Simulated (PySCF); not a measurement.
In(Cl)2(OMe) (CH3Cl2InO), SMILES C[O][In]([Cl])[Cl].

Coordinates come from a r2SCAN-D4/def2-SVP optimisation. The structure was generated by enumeration; whether it is a known compound was not checked. The def2 effective core potentials stand for the cores of In; spin–orbit coupling is left out. One conformer was computed; it need not be the lowest.

Calculation: PySCF 2.14.0 with TDA-PBE/def2-SVPD.

Vertical excitations. Isolated molecule, no solvent.

| state | energy (eV) | λ (nm) | f | main pairs |
|---|---|---|---|---|
| S1 | 3.15 | 394 | 0.004 | HOMO→LUMO 100 % |
| S2 | 4.02 | 308 | 0.053 | HOMO−1→LUMO 79 %, HOMO→LUMO+1 18 % |
| S3 | 4.31 | 288 | 0.013 | HOMO−2→LUMO 97 % |
| S4 | 4.37 | 284 | 0.000 | HOMO−3→LUMO 100 % |
| S5 | 4.49 | 276 | 0.006 | HOMO−4→LUMO 99 % |
| S6 | 4.74 | 262 | 0.023 | HOMO−5→LUMO 99 % |
| S7 | 5.16 | 240 | 0.008 | HOMO−1→LUMO+1 96 % |
| S8 | 5.27 | 235 | 0.178 | HOMO→LUMO+1 72 %, HOMO−1→LUMO 14 % |
| S9 | 5.72 | 217 | 0.000 | HOMO−2→LUMO+1 100 % |
| S10 | 5.80 | 214 | 0.018 | HOMO−3→LUMO+1 65 %, HOMO−6→LUMO 34 % |
| T1 | 2.83 | 438 | 0 | HOMO→LUMO 100 % |
| T2 | 3.26 | 381 | 0 | HOMO−1→LUMO 99 % |
| T3 | 3.98 | 312 | 0 | HOMO−2→LUMO 100 % |
| T4 | 4.08 | 304 | 0 | HOMO−3→LUMO 100 % |
Triplets are in the Tamm–Dancoff approximation.
